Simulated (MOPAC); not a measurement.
MOPAC input (MNDO):

```
MNDO PRECISE GNORM=0.05 LET XYZ GEO-OK AUX(PRECISION=9) THREADS=1
C4H10Se

C    -1.44684500 1    2.40660900 1    0.53220300 1
C    -1.09095600 1    0.98759300 1    0.08017400 1
C    -1.94029300 1   -0.04659600 1    0.81887300 1
C     0.40422700 1    0.75382900 1    0.27654300 1
Se    0.96493100 1   -1.01505400 1   -0.43621500 1
H    -2.50608500 1    2.61130900 1    0.36553200 1
H    -1.24639600 1    2.53668000 1    1.59897400 1
H    -0.86923400 1    3.15587500 1   -0.01253400 1
H    -1.30380000 1    0.90714800 1   -0.99080500 1
H    -1.73294900 1   -0.01988200 1    1.89200200 1
H    -1.74509300 1   -1.06139500 1    0.46855900 1
H    -3.00352600 1    0.15431700 1    0.67706300 1
H     0.66461700 1    0.78844900 1    1.33415200 1
H     0.98315400 1    1.50484900 1   -0.25621500 1
H     2.39485200 1   -0.67413300 1   -0.49218600 1
```

Output:

```
 *******************************************************************************
 **                                                                           **
 **                              MOPAC v23.2.5                                **
 **                                                                           **
 *******************************************************************************
 ** MOPAC's Digital Object Identifier: https://doi.org/10.5281/zenodo.6511958 **
 **                                                                           **
 ** Please cite the open-source release paper for use of this MOPAC version:  **
 ** J. E. Moussa and J. J. P. Stewart (2026)                                  **
 ** MOPAC: An open-source semiempirical molecular orbital program             **
 ** J. Open Source Softw., 11(119), 8025, https://doi.org/10.21105/joss.08025 **
 *******************************************************************************

                              MNDO CALCULATION RESULTS

 *******************************************************************************
 *  MNDO       - The MNDO Hamiltonian to be used
 *  GEO-OK     - OVERRIDE INTERATOMIC DISTANCE AND OTHER SAFETY CHECKS
 *  LET        - OVERRIDE SOME SAFETY CHECKS
 *  PRECISE    - TIGHTER CRITERIA TO BE USED
 *  XYZ        - CARTESIAN COORDINATE SYSTEM TO BE USED
 *  GNORM      - EXIT WHEN GRADIENT NORM DROPS BELOW 0.050
 *  AUX        - OUTPUT AUXILIARY INFORMATION
 *******************************************************************************
MNDO PRECISE GNORM=0.05 LET XYZ GEO-OK AUX(PRECISION=9) THREADS=1
 C4H10Se

   ATOM   CHEMICAL          X               Y               Z
  NUMBER   SYMBOL      (ANGSTROMS)     (ANGSTROMS)     (ANGSTROMS)

     1       C         -1.44684500  *   2.40660900  *   0.53220300  *
     2       C         -1.09095600  *   0.98759300  *   0.08017400  *
     3       C         -1.94029300  *  -0.04659600  *   0.81887300  *
     4       C          0.40422700  *   0.75382900  *   0.27654300  *
     5      Se          0.96493100  *  -1.01505400  *  -0.43621500  *
     6       H         -2.50608500  *   2.61130900  *   0.36553200  *
     7       H         -1.24639600  *   2.53668000  *   1.59897400  *
     8       H         -0.86923400  *   3.15587500  *  -0.01253400  *
     9       H         -1.30380000  *   0.90714800  *  -0.99080500  *
    10       H         -1.73294900  *  -0.01988200  *   1.89200200  *
    11       H         -1.74509300  *  -1.06139500  *   0.46855900  *
    12       H         -3.00352600  *   0.15431700  *   0.67706300  *
    13       H          0.66461700  *   0.78844900  *   1.33415200  *
    14       H          0.98315400  *   1.50484900  *  -0.25621500  *
    15       H          2.39485200  *  -0.67413300  *  -0.49218600  *

          CARTESIAN COORDINATES

    NO.       ATOM           X           Y           Z

     1         C         -1.4468      2.4066      0.5322
     2         C         -1.0910      0.9876      0.0802
     3         C         -1.9403     -0.0466      0.8189
     4         C          0.4042      0.7538      0.2765
     5        Se          0.9649     -1.0151     -0.4362
     6         H         -2.5061      2.6113      0.3655
     7         H         -1.2464      2.5367      1.5990
     8         H         -0.8692      3.1559     -0.0125
     9         H         -1.3038      0.9071     -0.9908
    10         H         -1.7329     -0.0199      1.8920
    11         H         -1.7451     -1.0614      0.4686
    12         H         -3.0035      0.1543      0.6771
    13         H          0.6646      0.7884      1.3342
    14         H          0.9832      1.5048     -0.2562
    15         H          2.3949     -0.6741     -0.4922

  H: (MNDO): M.J.S. DEWAR, W. THIEL, J. AM. CHEM. SOC., 99, 4899, (1977)
  C: (MNDO): M.J.S. DEWAR, W. THIEL, J. AM. CHEM. SOC., 99, 4899, (1977)
 Se: (MNDO): J. J. P. STEWART, J. MOL. MOD., 10, 155-164 (2004)

           Empirical Formula: C4 H10 Se  =    15 atoms

      MOLECULAR POINT GROUP   :   C1

      RHF CALCULATION, NO. OF DOUBLY OCCUPIED LEVELS = 16

          Geometry optimization using EF

          DIAGONAL MATRIX USED AS START HESSIAN

 CYCLE:     1  GRAD.:    61.568 HEAT: -7.137139
 CYCLE:     2  GRAD.:   193.703 HEAT:  3.870188
 CYCLE:     3  GRAD.:   118.203 HEAT: -2.563788
 CYCLE:     4  GRAD.:   109.052 HEAT: -4.870955
 CYCLE:     5  GRAD.:   277.094 HEAT:  12.59416
 CYCLE:     6  GRAD.:    92.202 HEAT: -6.185977
 CYCLE:     7  GRAD.:   279.251 HEAT:  15.40174
 CYCLE:     8  GRAD.:   220.721 HEAT:  8.017713
 CYCLE:     9  GRAD.:   227.487 HEAT:  7.954055
 CYCLE:    10  GRAD.:   217.875 HEAT:  11.64819
 CYCLE:    11  GRAD.:   216.540 HEAT:  7.539450
 CYCLE:    12  GRAD.:   222.642 HEAT:  10.49491
 CYCLE:    13  GRAD.:   184.835 HEAT:  1.226145
 CYCLE:    14  GRAD.:   293.944 HEAT:  19.24626
 CYCLE:    15  GRAD.:   127.492 HEAT: -3.061038
 CYCLE:    16  GRAD.:   417.729 HEAT:  31.37010
 CYCLE:    17  GRAD.:   177.541 HEAT: 0.6182496
 CYCLE:    18  GRAD.:   240.187 HEAT:  10.28601
 CYCLE:    19  GRAD.:   339.590 HEAT:  24.46540
 CYCLE:    20  GRAD.:   222.400 HEAT:  3.124851
 CYCLE:    21  GRAD.:   327.341 HEAT:  16.78432
 CYCLE:    22  GRAD.:   176.142 HEAT:  3.078295
 CYCLE:    23  GRAD.:   253.608 HEAT:  11.20530
 CYCLE:    24  GRAD.:   264.835 HEAT:  11.28990
 CYCLE:    25  GRAD.:   178.647 HEAT:  3.348771
 CYCLE:    26  GRAD.:   185.672 HEAT:  5.096858
 CYCLE:    27  GRAD.:    71.433 HEAT: -8.109325
 CYCLE:    28  GRAD.:    37.940 HEAT: -9.235123
 CYCLE:    29  GRAD.:    10.764 HEAT: -9.717167
 CYCLE:    30  GRAD.:     7.375 HEAT: -9.740499
 CYCLE:    31  GRAD.:     1.301 HEAT: -9.761515
 CYCLE:    32  GRAD.:     1.021 HEAT: -9.764151
 CYCLE:    33  GRAD.:     2.136 HEAT: -9.771159
 CYCLE:    34  GRAD.:     2.146 HEAT: -9.780205
 CYCLE:    35  GRAD.:     1.357 HEAT: -9.786574
 CYCLE:    36  GRAD.:     1.162 HEAT: -9.794408
 CYCLE:    37  GRAD.:     2.220 HEAT: -9.803777
 CYCLE:    38  GRAD.:     2.132 HEAT: -9.813749
 CYCLE:    39  GRAD.:     1.304 HEAT: -9.822548
 CYCLE:    40  GRAD.:     1.306 HEAT: -9.829951
 CYCLE:    41  GRAD.:     1.839 HEAT: -9.835943
 CYCLE:    42  GRAD.:     1.713 HEAT: -9.842962
 CYCLE:    43  GRAD.:     1.423 HEAT: -9.849233
 CYCLE:    44  GRAD.:     1.148 HEAT: -9.855820
 CYCLE:    45  GRAD.:     1.447 HEAT: -9.860489
 CYCLE:    46  GRAD.:     0.915 HEAT: -9.864390
 CYCLE:    47  GRAD.:     0.907 HEAT: -9.865904
 CYCLE:    48  GRAD.:     0.529 HEAT: -9.867154
 CYCLE:    49  GRAD.:     0.597 HEAT: -9.868418
 CYCLE:    50  GRAD.:     0.730 HEAT: -9.870663
 CYCLE:    51  GRAD.:     0.741 HEAT: -9.874070
 CYCLE:    52  GRAD.:     0.889 HEAT: -9.878067
 CYCLE:    53  GRAD.:     0.978 HEAT: -9.881093
 CYCLE:    54  GRAD.:     1.170 HEAT: -9.882815
 CYCLE:    55  GRAD.:     0.814 HEAT: -9.885165
 CYCLE:    56  GRAD.:     0.517 HEAT: -9.886231
 CYCLE:    57  GRAD.:     0.245 HEAT: -9.887314
 CYCLE:    58  GRAD.:     0.136 HEAT: -9.887405
 CYCLE:    59  GRAD.:     0.067 HEAT: -9.887446
 CYCLE:    60  GRAD.:     0.056 HEAT: -9.887460
 CYCLE:    61  GRAD.:     0.112 HEAT: -9.887491
 CYCLE:    62  GRAD.:     0.089 HEAT: -9.887511
 CYCLE:    63  GRAD.:     0.165 HEAT: -9.887558
 CYCLE:    64  GRAD.:     0.113 HEAT: -9.887598
 CYCLE:    65  GRAD.:     0.127 HEAT: -9.887682
 CYCLE:    66  GRAD.:     0.076 HEAT: -9.887719
 CYCLE:    67  GRAD.:     0.038 HEAT: -9.887734

     GRADIENT =  0.03769 IS LESS THAN CUTOFF =  0.05000

 -------------------------------------------------------------------------------
 MNDO PRECISE GNORM=0.05 LET XYZ GEO-OK AUX(PRECISION=9) THREADS=1
 C4H10Se

     GEOMETRY OPTIMISED USING EIGENVECTOR FOLLOWING (EF).
     SCF FIELD WAS ACHIEVED

                              MNDO CALCULATION
                                                       MOPAC v23.2.5 Linux

          FINAL HEAT OF FORMATION =         -9.88773 KCAL/MOL =     -41.37028 KJ/MOL

          COSMO AREA              =        142.26 SQUARE ANGSTROMS
          COSMO VOLUME            =        136.28 CUBIC ANGSTROMS

          GRADIENT NORM           =          0.03769          =       0.00973 PER ATOM
          IONIZATION POTENTIAL    =          8.715583 EV
          HOMO LUMO ENERGIES (EV) =         -8.716  0.128
          NO. OF FILLED LEVELS    =         16
          MOLECULAR WEIGHT        =        137.0830         POINT GROUP:  C1

          MOLECULAR DIMENSIONS (Angstroms)

            Atom       Atom       Distance
            H    15    H     6     6.02526
            H     8    H    11     4.04637
            H     9    H    10     2.69982

          SCF CALCULATIONS        =         68

   ATOM   CHEMICAL          X               Y               Z
  NUMBER   SYMBOL      (ANGSTROMS)     (ANGSTROMS)     (ANGSTROMS)

     1       C         -1.45038314  *   2.42741314  *   0.49005314  *
     2       C         -1.09499899  *   0.96750579  *   0.13028934  *
     3       C         -1.97750727  *  -0.04213056  *   0.89157022  *
     4       C          0.40773512  *   0.70619094  *   0.29931438  *
     5      Se          0.99949268  *  -0.97003439  *  -0.53878878  *
     6       H         -2.52672522  *   2.62804082  *   0.31305069  *
     7       H         -1.23423686  *   2.66146053  *   1.55193153  *
     8       H         -0.87923806  *   3.14299664  *  -0.13642225  *
     9       H         -1.33114892  *   0.84613643  *  -0.95927805  *
    10       H         -1.79787054  *  -0.01254889  *   1.98538876  *
    11       H         -1.78910861  *  -1.08051634  *   0.54776222  *
    12       H         -3.05393246  *   0.16573083  *   0.72047302  *
    13       H          0.70416779  *   0.65798652  *   1.36463000  *
    14       H          1.00834764  *   1.50141634  *  -0.18448170  *
    15       H          2.37190501  *  -0.85939629  *  -0.06768921  *

                             CARTESIAN COORDINATES

   1    C       -1.450383138     2.427413141     0.490053142
   2    C       -1.094998988     0.967505793     0.130289339
   3    C       -1.977507274    -0.042130561     0.891570219
   4    C        0.407735122     0.706190944     0.299314377
   5   Se        0.999492683    -0.970034395    -0.538788775
   6    H       -2.526725219     2.628040825     0.313050688
   7    H       -1.234236862     2.661460531     1.551931533
   8    H       -0.879238061     3.142996642    -0.136422252
   9    H       -1.331148924     0.846136427    -0.959278053
  10    H       -1.797870536    -0.012548891     1.985388764
  11    H       -1.789108611    -1.080516337     0.547762220
  12    H       -3.053932461     0.165730832     0.720473020
  13    H        0.704167795     0.657986524     1.364630001
  14    H        1.008347637     1.501416336    -0.184481702
  15    H        2.371905010    -0.859396290    -0.067689209

           Empirical Formula: C4 H10 Se  =    15 atoms

      MOLECULAR POINT GROUP   :   C1

                  EIGENVALUES
 -41.17896 -29.44065 -29.17209 -21.95740 -18.23644 -15.74614 -15.21670 -14.84121
 -13.93131 -13.70332 -13.02587 -12.95877 -12.49967 -12.20646 -11.61049  -8.71558
   0.12779   0.67658   3.24338   3.50732   3.70768   4.00360   4.15187   4.40661
   4.48186   4.56839   5.14258   5.29515   5.61505   5.72994

              NET ATOMIC CHARGES AND DIPOLE CONTRIBUTIONS

  ATOM NO.   TYPE          CHARGE      No. of ELECS.   s-Pop       p-Pop
    1          C           0.041310        3.9587     1.22208     2.73661
    2          C          -0.067488        4.0675     1.22016     2.84733
    3          C           0.035318        3.9647     1.22505     2.73963
    4          C          -0.052134        4.0521     1.24715     2.80498
    5         Se           0.018923        5.9811     1.94966     4.03142
    6          H          -0.003362        1.0034     1.00336
    7          H          -0.004057        1.0041     1.00406
    8          H          -0.004718        1.0047     1.00472
    9          H           0.022819        0.9772     0.97718
   10          H          -0.002176        1.0022     1.00218
   11          H           0.004567        0.9954     0.99543
   12          H          -0.005227        1.0052     1.00523
   13          H           0.022508        0.9775     0.97749
   14          H           0.021689        0.9783     0.97831
   15          H          -0.027972        1.0280     1.02797
 DIPOLE           X         Y         Z       TOTAL
 POINT-CHG.    -0.422     0.138     0.056     0.448
 HYBRID         0.514     0.466     0.369     0.786
 SUM            0.092     0.605     0.425     0.744

          ATOMIC ORBITAL ELECTRON POPULATIONS

     Atom    s        px        py        pz
    1  C   1.22208   0.91901   0.90096   0.91663
    2  C   1.22016   0.92774   0.95928   0.96031
    3  C   1.22505   0.91035   0.91502   0.91426
    4  C   1.24715   0.93949   0.92472   0.94078
    5 Se   1.94966   1.07461   1.27320   1.68361
    6  H   1.00336
    7  H   1.00406
    8  H   1.00472
    9  H   0.97718
   10  H   1.00218
   11  H   0.99543
   12  H   1.00523
   13  H   0.97749
   14  H   0.97831
   15  H   1.02797

 **********************
 *                    *
 * JOB ENDED NORMALLY *
 *                    *
 **********************

 == MOPAC DONE ==
```

The geometry given is a B3LYP-D3(BJ)/def2-TZVP minimum.
